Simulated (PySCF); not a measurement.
`N#C/C([C@@H](C)Cl)=C\F`, C5H5ClFN

Geometry:
```csv
atom,x (Å),y (Å),z (Å)
C1,-1.586,0.223,-0.507
C2,-0.620,-0.032,0.643
Cl3,-0.979,-1.624,1.382
C4,0.806,0.040,0.163
C5,1.226,1.342,-0.207
N6,1.538,2.404,-0.499
C7,1.620,-1.009,0.044
F8,2.863,-0.896,-0.416
H9,-1.393,1.207,-0.932
H10,-1.457,-0.528,-1.282
H11,-2.612,0.188,-0.151
H12,-0.772,0.708,1.436
H13,1.362,-2.024,0.307
```

Computed with TDDFT PBE0/aug-cc-pVDZ excited states, vertical, gas phase in PySCF. Geometry: GFN2-xTB.

Question: Give the one- and two-photon strengths of the lowest singlets.

Answer: δ for parallel linear polarisation; σ at the peak of a Lorentzian of half width 0.1 eV, single beam; Ω is circular over linear.
```
state  E (eV)      f  photon λ (nm)  δ (au)  σ (GM)     Ω                                main
   S1    6.13  0.153            404    0.53    0.01  1.39    HOMO→LUMO 0.67, HOMO−2→LUMO 0.13
   S2    6.32  0.069            392    9.42    0.14  0.49  HOMO−1→LUMO 0.43, HOMO−2→LUMO 0.24
   S3    6.36  0.013            390    3.69    0.06  0.90  HOMO→LUMO+1 0.75, HOMO−2→LUMO 0.11
   S4    6.49  0.032            382    41.5    0.64  0.76  HOMO−1→LUMO 0.48, HOMO−2→LUMO 0.44
   S5    6.92  0.002            358    0.73    0.01  0.86                    HOMO−3→LUMO 0.84
```

Among these, the strongest one-photon state is S1, the strongest two-photon state S4, with a dipole change of 7.1 D (relaxed, norm of the difference vector).
